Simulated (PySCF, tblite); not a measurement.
C6H8O2.
Atom-mapped SMILES: `[CH2:1]=[CH:2]/[CH:3]=[CH:4]/[O:5][C:6]([CH3:7])=[O:8]` (hydrogens: H9, H10 on C1; H11 on C2; H12 on C3; H13 on C4; H14, H15, H16 on C7)

Computed with GFN2-xTB (tblite), gas phase: nudged elastic band of 9 images (0 to 8), spring 0.2 eV/Å², climbing image at the end, force threshold 0.05 eV/Å. The top image wasn't refined or checked by frequencies; at this threshold it can lie a kcal/mol or more above the true saddle point of the method.

Path: rotation about C6–O5 (ester carbonyl carbon, ester single-bonded oxygen), followed by the dihedral C7–C6–O5–C4.

Image 0 (start, dihedral 180°):
```
atom  x, y, z in Å
C1     -3.734    0.140   -0.034
C2     -2.525   -0.117   -0.524
C3     -1.300    0.123    0.198
C4     -0.100   -0.143   -0.318
O5      1.050    0.095    0.392
C6      2.237   -0.194   -0.181
C7      3.362    0.139    0.759
O8      2.354   -0.652   -1.285
H9     -4.629   -0.051   -0.600
H10    -3.868    0.550    0.954
H11    -2.415   -0.529   -1.518
H12    -1.372    0.535    1.195
H13     0.049   -0.556   -1.308
H14     3.251   -0.436    1.675
H15     4.312   -0.091    0.287
H16     3.319    1.195    1.016
```

Image 8 (end, +0.263 eV, dihedral 0°):
```
atom  x, y, z in Å
C1     -3.572   -0.029    0.032
C2     -2.293   -0.362    0.186
C3     -1.197    0.498   -0.183
C4      0.083    0.153   -0.023
O5      1.075    1.013   -0.393
C6      2.394    0.761   -0.273
C7      2.828   -0.561    0.313
O8      3.164    1.606   -0.640
H9     -4.370   -0.692    0.316
H10    -3.860    0.921   -0.386
H11    -2.028   -1.323    0.607
H12    -1.434    1.463   -0.608
H13     0.367   -0.801    0.397
H14     2.468   -1.389   -0.297
H15     3.913   -0.578    0.330
H16     2.454   -0.673    1.329
```

Q: What do the inner images look like?

A: 
Image 1: +0.040 eV, dihedral -165°
```
atom  x, y, z in Å
C1     -3.725    0.092   -0.006
C2     -2.518   -0.192   -0.487
C3     -1.291    0.257    0.123
C4     -0.091   -0.062   -0.359
O5      1.055    0.249    0.328
C6      2.248   -0.032   -0.239
C7      3.338    0.038    0.793
O8      2.386   -0.321   -1.395
H9     -4.622   -0.289   -0.460
H10    -3.853    0.715    0.864
H11    -2.411   -0.819   -1.362
H12    -1.364    0.843    1.028
H13     0.063   -0.620   -1.275
H14     3.120   -0.686    1.575
H15     4.295   -0.190    0.334
H16     3.361    1.026    1.244
```

Image 2: +0.169 eV, dihedral -147°
```
atom  x, y, z in Å
C1     -3.698    0.038    0.025
C2     -2.482   -0.260   -0.424
C3     -1.280    0.380    0.046
C4     -0.069    0.031   -0.389
O5      1.067    0.450    0.251
C6      2.268    0.135   -0.291
C7      3.277   -0.070    0.801
O8      2.447   -0.011   -1.467
H9     -4.571   -0.499   -0.299
H10    -3.855    0.832    0.735
H11    -2.344   -1.062   -1.137
H12    -1.373    1.122    0.825
H13     0.097   -0.671   -1.197
H14     2.928   -0.906    1.407
H15     4.249   -0.303    0.380
H16     3.330    0.806    1.440
```

Image 3: +0.382 eV, dihedral -123°
```
atom  x, y, z in Å
C1     -3.651   -0.011    0.058
C2     -2.420   -0.325   -0.333
C3     -1.255    0.459   -0.008
C4     -0.030    0.104   -0.391
O5      1.087    0.698    0.131
C6      2.305    0.303   -0.350
C7      3.161   -0.180    0.781
O8      2.583    0.301   -1.512
H9     -4.494   -0.642   -0.158
H10    -3.852    0.892    0.609
H11    -2.237   -1.239   -0.883
H12    -1.388    1.332    0.614
H13     0.163   -0.742   -1.040
H14     2.665   -1.064    1.186
H15     4.154   -0.443    0.434
H16     3.202    0.566    1.569
```

Image 4 (top): +0.544 eV, dihedral -89°
```
atom  x, y, z in Å
C1     -3.601   -0.044    0.090
C2     -2.354   -0.381   -0.224
C3     -1.214    0.476   -0.009
C4      0.027    0.113   -0.333
O5      1.099    0.935   -0.110
C6      2.356    0.453   -0.419
C7      2.987   -0.284    0.726
O8      2.857    0.662   -1.479
H9     -4.429   -0.710   -0.076
H10    -3.834    0.915    0.523
H11    -2.146   -1.349   -0.660
H12    -1.386    1.446    0.432
H13     0.250   -0.844   -0.791
H14     2.374   -1.147    0.983
H15     3.989   -0.605    0.460
H16     3.018    0.371    1.594
```

Image 5: +0.432 eV, dihedral -50°
```
atom  x, y, z in Å
C1     -3.566   -0.056    0.124
C2     -2.304   -0.405   -0.107
C3     -1.180    0.496   -0.022
C4      0.063    0.098   -0.301
O5      1.101    0.977   -0.423
C6      2.403    0.572   -0.447
C7      2.840   -0.362    0.650
O8      3.142    1.041   -1.262
H9     -4.374   -0.758    0.015
H10    -3.834    0.943    0.424
H11    -2.073   -1.417   -0.414
H12    -1.373    1.527    0.233
H13     0.283   -0.932   -0.559
H14     2.189   -1.227    0.751
H15     3.860   -0.682    0.456
H16     2.816    0.193    1.588
```

Image 6: +0.336 eV, dihedral -26°
```
atom  x, y, z in Å
C1     -3.538   -0.067    0.139
C2     -2.254   -0.388    0.010
C3     -1.170    0.559   -0.099
C4      0.086    0.144   -0.280
O5      1.115    1.000   -0.541
C6      2.419    0.656   -0.414
C7      2.760   -0.450    0.554
O8      3.240    1.284   -1.020
H9     -4.301   -0.824    0.184
H10    -3.870    0.956    0.194
H11    -1.966   -1.430   -0.046
H12    -1.398    1.613   -0.065
H13     0.317   -0.914   -0.316
H14     2.206   -1.365    0.359
H15     3.824   -0.653    0.485
H16     2.522   -0.112    1.562
```

Image 7: +0.293 eV, dihedral -11°
```
atom  x, y, z in Å
C1     -3.533   -0.081    0.114
C2     -2.231   -0.352    0.105
C3     -1.183    0.600   -0.171
C4      0.094    0.211   -0.179
O5      1.119    1.047   -0.507
C6      2.419    0.707   -0.355
C7      2.739   -0.537    0.439
O8      3.256    1.423   -0.830
H9     -4.259   -0.849    0.313
H10    -3.915    0.906   -0.080
H11    -1.896   -1.361    0.305
H12    -1.449    1.624   -0.385
H13     0.350   -0.818    0.036
H14     2.337   -1.429   -0.038
H15     3.819   -0.631    0.499
H16     2.324   -0.453    1.443
```

The largest changes of bonds and angles from start to top: O5–C6 1.350 → 1.382 Å, C6=O8 1.200 → 1.191 Å, C6–C7 1.503 → 1.500 Å, C4–O5 1.372 → 1.369 Å, O5–C6–O8 123.9 → 121.3°, O5–C6–C7 110.2 → 112.6°, C3–C4–H13 123.7 → 122.3°. GFN2-xTB torsional profiles can miss by a kcal/mol or more and can put conformers in the wrong order.

Other torsions move too; by image: C3–C4–O5–C6 (180, -176, -176, -178, 177, 167, 164, 171, 180°).

Q: What do single points at PBE0/pcSseg-1 (PySCF, no dispersion term) give on some images?

A: 
| image | GFN2-xTB E (eV) | DFT E (eV) | HOMO (eV) | LUMO (eV) | dipole (D) |
| --- | --- | --- | --- | --- | --- |
| 0 | 0.000 | 0.000 | -6.58 | -0.99 | 1.82 |
| 2 | 0.169 | 0.180 | -6.51 | -0.91 | 2.14 |
| 4 | 0.544 | 0.531 | -6.38 | -0.69 | 2.84 |
| 6 | 0.336 | 0.388 | -6.68 | -1.06 | 3.78 |
| 8 | 0.263 | 0.329 | -6.66 | -1.13 | 3.97 |

Energies count from image 0 at each level. At the GFN2-xTB top the DFT energy is 12.2 kcal/mol against 12.5; the geometries weren't optimised at the DFT level.

What follows is the cost of the whole band run. On one thread of an Arm Neoverse V1, shared host with 32 logical CPUs at a one-minute load of 11, this took 3.8 s of wall time and 0.18 GiB of memory at its peak.
